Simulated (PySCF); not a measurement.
B3H5N3, SMILES [B]1NBNBN1 (connectivity only; charge and spin as stated), charge +1, multiplicity 1.

Geometry: B3LYP-D3(BJ)/def2-SVP. The spin state was assumed, not searched. The isomer is the one that the SMILES or the coordinates give; other isomers of the formula were not compared.

Two levels are set side by side: TDA-PBE/def2-SVPD (PySCF) and TDA-M06-2X/def2-SVPD (PySCF). Vertical, same geometry. The lowest singlet is HOMO→LUMO 100 % with PBE and HOMO−1→LUMO 98 % with the other functional; states are paired by order. Differences are taken from unrounded values.

```tsv
quantity	TDA-M06-2X
lowest singlet excitation (eV)	5.16
lowest triplet excitation (TDA) (eV)	5.06
first bright state (f over 0.05) (eV)	8.68
its oscillator strength	0.34
```

Q: What does TDA-PBE give, and how far is it from TDA-M06-2X? (Estimate from the structure and the level; the computed values follow.)

A: 
| quantity | TDA-PBE | TDA-PBE minus TDA-M06-2X |
|---|---|---|
| lowest singlet excitation (eV) | 4.35 | -0.81 |
| lowest triplet excitation (TDA) (eV) | 4.20 | -0.86 |
| first bright state (f over 0.05) (eV) | 6.07 | -2.62 |
| its oscillator strength | 0.08 | -0.26 |

A lower first singlet is the usual sign of a functional without exact exchange. Differences between two approximate levels are no errors against the true value.

Rough cost on one machine, each run with all the roots and properties that it gave: TDA-M06-2X against TDA-PBE about 9 times.
